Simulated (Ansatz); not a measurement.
`[F][In]([F])[SH]` + `O[SiH3]` → `[F][In]([F])[O][SiH3]` + H₂S at 500 K and 1 bar (ligand exchange at the In–S bond).

Gas-phase electronic energies from Ansatz, PBE0-D4/def2-TZVP geometries. CCSD(T)/CBS adds triple-zeta CCSD(T) − MP2 to the extrapolated MP2 energy (def2 sets, frozen cores). This one scheme is used for every species. Elements past krypton have def2 core potentials. For In outer-core shells are correlated without core-valence functions, which leaves a few kJ/mol of doubt a bond. Each species was taken in one conformer, which may not be the lowest.

| species | CCSD(T)/CBS energy (Eh) | H − E (kJ/mol) | S (J/(mol·K)) |
| --- | --- | --- | --- |
| `[F][In]([F])[SH]` | -787.86618 | 70.1 | 391.3 |
| `O[SiH3]` | -366.69042 | 127.5 | 292.9 |
| `[F][In]([F])[O][SiH3]` | -755.56161 | 134.3 | 466.6 |
| H₂S | -398.97279 | 57.0 | 224.0 |

H − E and S are ideal-gas, rigid-rotor, harmonic terms from PBE0-D4/def2-TZVP, for one conformer and one mirror image of each species. 1 Eh = 2625.50 kJ/mol, R = 8.31446 J/(mol·K).

Question: By hand: ΔE, ΔH, ΔS and ΔG.

Answer: ΔE = (-755.56161) + (-398.97279) − (-787.86618) − (-366.69042) = 0.02220 Eh = 58.3 kJ/mol. Δ(H − E) = 134.3 + 57.0 − 70.1 − 127.5 = -6.3, so ΔH = 52.0 kJ/mol. ΔS = 466.6 + 224.0 − 391.3 − 292.9 = 6.4 J/(mol·K). ΔG = 52.0 − 500 × (6.4)/1000 = 48.8 kJ/mol.

Question: By hand: the equilibrium constant, and the temperature at which ΔG would vanish if ΔH and ΔS stayed fixed.

Answer: log₁₀ K = −ΔG/(RT ln 10) = -5.1. ΔG = 0 at ΔH/ΔS = 8125 K, far beyond where these terms or the molecules hold.

The number of gas molecules stays the same, so ΔS is small and ΔH decides. A doubt of 5 kJ/mol in ΔE shifts log₁₀ K by 0.5 here. Other conformers and mirror images would add mixing entropy, several J/(mol·K) or more a flexible species. Modes under 60 cm⁻¹, often nearly free rotors, make the harmonic entropy too high. These are equilibria of isolated gas molecules and say nothing of rates. Largest T1 diagnostic: 0.017 (customary marks: 0.02 for closed shells, 0.045 for open ones).
